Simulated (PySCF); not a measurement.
A GIAO shielding run with PySCF (density fitting, non-relativistic, gas phase) on SMILES C#Cc1c[n-]c([SiH3])c1, [C₆H₆NSi]-:

```
$ OMP_NUM_THREADS=1 python probes_run.py task.json out

{"job": {"kind": "nmr", "xc": "PBE0", "basis": "pcSseg-1"}, "charge": -1, "multiplicity": 1}
C     -3.731232     0.455233    -0.417144
C     -2.572295     0.174065    -0.236608
C     -1.233091    -0.160422    -0.024405
C     -0.729254    -1.382205     0.460770
N      0.593889    -1.382673     0.548497
C      1.003351    -0.146193     0.119192
Si     2.788010     0.299195     0.072600
C     -0.094836     0.634061    -0.241752
H     -4.740868     0.699922    -0.574041
H     -1.307121    -2.252607     0.744188
H      2.969452     1.682622    -0.427068
H      3.489783     0.270083     1.378039
H      3.634951    -0.538930    -0.809049
H     -0.071418     1.647375    -0.615385
```

Hardware: 1 thread of an Arm Neoverse V1, shared host. The job also computes population analyses, field gradients, ring-centre shieldings.

(1) How large is the calculation?

(2) How long does it take, and how much memory does it need?

Answers

(1) 64 electrons, 173 basis functions and 911 auxiliary functions.

(2) 21 s of wall time, with 15 SCF cycles and 5 response iterations; peak memory 0.77 GiB. Times on a shared host scatter by some tens of per cent.
